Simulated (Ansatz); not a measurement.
Ansatz results at the PBE0-D4/def2-TZVP geometry: HOMO energy (PBE0/def2-TZVPP) -7.22 eV; LUMO energy (PBE0/def2-TZVPP) -0.45 eV; size of the dipole moment (PBE/def2-TZVPP) 1.78 D.

(1) Which molecule gave them?
A. `[F][GeH]1[CH2][SiH2][S]1`
B. `F[Si]1([GeH3])CS1`
C. `[SeH][CH]1[CH2][GeH2]1`
D. `[AlH2][SiH]([SiH3])Cl`

Results:

(1) B. The others give `[F][GeH]1[CH2][SiH2][S]1`: -7.65, -0.46, 2.64; `[SeH][CH]1[CH2][GeH2]1`: -6.10, -0.23, 1.37; `[AlH2][SiH]([SiH3])Cl`: -7.34, -2.36, 1.28.
